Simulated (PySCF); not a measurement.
# Electron correlation in Zn (zinc, neutral)

[Ar] 3d10 4s2, closed-shell 1S. Calculation: PySCF 2.14, in aug-cc-pVDZ-DK (7s6p4d2f, 59 functions); the spin-free X2C one-electron Hamiltonian (Gaussian nucleus). Frozen: [Ar]; 12 electrons correlated.

```csv
level,correlation energy (mhartree)
CCSD,-428.51
(T),-12.82
CCSD(T),-441.33
```

Diagnostics: T1 = 0.021, D1 = 0.0567, largest double amplitude 0.059.

Cost of the coupled-cluster step: about 0.8 core-seconds, for 12 correlated electrons.

Iterations:

```
CC2 = 0
CCSD nocc = 6, nmo = 50
frozen orbitals [0, 1, 2, 3, 4, 5, 6, 7, 8]
max_cycle = 100
direct = 0
conv_tol = 1e-08
conv_tol_normt = 1e-06
diis_space = 8
diis_start_cycle = 0
Init t2, MP2 energy = -1794.73439710454  E_corr(MP2) -0.467904043052416
Init E_corr(CCSD) = -0.467904043074239
cycle = 1  E_corr(CCSD) = -0.407736112016207  dE = 0.0601679311  norm(t1,t2) = 0.0748074
cycle = 2  E_corr(CCSD) = -0.431664517709384  dE = -0.0239284057  norm(t1,t2) = 0.0312549
cycle = 3  E_corr(CCSD) = -0.427121516056942  dE = 0.00454300165  norm(t1,t2) = 0.018101
cycle = 4  E_corr(CCSD) = -0.428056851820307  dE = -0.000935335763  norm(t1,t2) = 0.00568498
cycle = 5  E_corr(CCSD) = -0.428488736616963  dE = -0.000431884797  norm(t1,t2) = 0.000896292
cycle = 6  E_corr(CCSD) = -0.428533215691406  dE = -4.44790744e-05  norm(t1,t2) = 0.000149625
cycle = 7  E_corr(CCSD) = -0.428512045996859  dE = 2.11696945e-05  norm(t1,t2) = 6.04719e-05
cycle = 8  E_corr(CCSD) = -0.428511298962071  dE = 7.47034789e-07  norm(t1,t2) = 1.07869e-05
cycle = 9  E_corr(CCSD) = -0.42851169635247  dE = -3.973904e-07  norm(t1,t2) = 3.73266e-06
cycle = 10  E_corr(CCSD) = -0.428511712375176  dE = -1.60227057e-08  norm(t1,t2) = 1.13496e-06
cycle = 11  E_corr(CCSD) = -0.428511652998452  dE = 5.93767241e-08  norm(t1,t2) = 3.11387e-07
cycle = 12  E_corr(CCSD) = -0.428511652776837  dE = 2.21615115e-10  norm(t1,t2) = 1.20852e-07
CCSD converged
E(CCSD) = -1794.695004714261  E_corr = -0.4285116527768366
CCSD(T) correction = -0.0128162287018027
```
